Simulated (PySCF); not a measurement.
# How the method changes the shape and vibrations of AlCClFH2

Calculated results; nothing here was measured. They come from PySCF 2.14.0, an open-source quantum chemistry program, on an isolated molecule that a program drew, which may never have been made. The molecule is AlCClFH2 (charge 0, doublet), drawn as the SMILES string `[CH2][Al]([F])[Cl]`.

The geometry was optimised and harmonic frequencies were computed with HF and MP2, all in the cc-pV(D+d)Z basis, for the commonest isotopes, with a restricted reference for singlets and an unrestricted one otherwise, and a frozen core in MP2. Each result is a local minimum of its method.

Geometry at the HF minimum:
```xyz
6
AlCClFH2, angstrom
C    -0.8400   -1.6543    1.6388
Al    0.7817   -0.6673    1.4938
F     2.2188   -1.4518    1.3159
Cl    0.8419    1.4269    1.5501
H    -1.8164   -1.1883    1.7504
H    -0.8822   -2.7412    1.6182
```

Lengths of the bonds as drawn, in Å (atoms numbered as above):
| bond | HF | MP2 |
|---|---|---|
| C1-Al2 | 1.904 | 1.910 |
| Al2-F3 | 1.647 | 1.668 |
| Al2-Cl4 | 2.096 | 2.096 |
| C1-H5 | 1.088 | 1.098 |
| C1-H6 | 1.088 | 1.098 |

Rotational constants, in GHz:
| constant | HF | MP2 |
|---|---|---|
| A | 6.248 | 6.137 |
| B | 3.131 | 3.119 |
| C | 2.086 | 2.068 |

Harmonic frequencies in cm^-1, each column in rising order, so a row needn't be the same motion in every method:
```
rank    HF   MP2
   1   172   166
   2   212   205
   3   223   214
   4   254   246
   5   493   489
   6   638   627
   7   691   658
   8   762   748
   9   899   873
  10  1479     ?
  11  3257  3181
  12  3348  3281
```

**Estimate the missing MP2 frequency from the HF column.**

A single factor s that minimises the squared misfit of MP2 against s times HF over the other rows is sum(HF x MP2) / sum(HF^2) = 0.9778, with an rms misfit of 7 cm^-1. For rank 10 it gives 0.9778 x 1479 = 1446 cm^-1. The calculation gives 1396 cm^-1, 50 cm^-1 below the estimate. The drawn bonds are on average 0.7 % longer in MP2 than in HF.
